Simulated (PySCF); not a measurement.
**Unknown compound**

The spectra below were simulated for a compound C₉H₁₀O.

$^{1}$H NMR (600 MHz, computed): δ 8.48 (d, 2H), 7.82 (m, 1H), 7.77 (m, 2H), 3.00 (q, 2H), 1.34 (t, 3H).

$^{13}$C{$^{1}$H} NMR (computed): δ 203.2, 140.4, 139.0, 134.7, 133.8, 35.1, 9.9.

- coordinates at the GFN2-xTB level
- shielding tensors at PBE0/pcSseg-1 (GIAO)
- code: PySCF 2.14
- one computed conformer, no relativistic terms, no solvent, rapidly exchanging positions averaged

δ = σ(ref) − σ, references computed at the same level: TMS for $^{1}$H (σ = 31.72 ppm) and $^{13}$C (σ = 186.93 ppm).

**Question.** Which of these isomers gave the spectra?
A. C=C(C)c1ccc(O)cc1
B. c1ccc(C2COC2)cc1
C. OC[C@@]12[C@H]3C=C[C@@H]1[C@@H]2C=C3
D. OCc1ccc2c(c1)CC2
E. CCC(=O)c1ccccc1
F. COc1cccc2c1CC2

**Answer.** E. 

- The formula gives 5 degrees of unsaturation (1 ring in the answer).
- 7 carbon signals for 9 carbons: some carbons are equivalent by symmetry or fast rotation.
- Carbon types of the structure: 2 × C, 5 × CH, 1 × CH2, 1 × CH3, which accounts for all hydrogens.
- δC 203.2: ketone carbonyl carbon; the double bond to the heteroatom, with no lone-pair donor beside it, deshields it most.
- δC 140.4: substituted aromatic carbon.
- δC 139.0, 134.7, 133.8: aromatic CH; the aromatic region.
- δC 35.1: sp3 CH2 α to a carbonyl; α to the electron-withdrawing carbonyl group.
- δH 3.00: hydrogen on an sp3 CH2 α to a carbonyl; α to C=O.

The others: c1ccc(C2COC2)cc1 would give 6 carbon signals, not 7; OC[C@@]12[C@H]3C=C[C@@H]1[C@@H]2C=C3 would give 6 carbon signals, not 7; COc1cccc2c1CC2 would give 9 carbon signals, not 7; C=C(C)c1ccc(O)cc1 has carbons computed at 163.4, 153.0, 140.1, 132.8, 118.4, 117.1, 25.0, with a different DEPT pattern; OCc1ccc2c(c1)CC2 would give 9 carbon signals, not 7.

Shifts are as computed. Against solution values, carbons near 30 ppm lie about +3 ppm off and those near 130 ppm about +5 ppm. Of 1211 compounds with measured shifts, 218 miss one by over three times the rms of a fit or turn the order of signals round; such compounds aren't used in these exercises. No couplings were computed; multiplicities are counted from neighbouring protons, with m where these are inequivalent, close in shift, in a saturated or five-membered ring or joined by F or P, and br s for small geminal =CH2 splittings.
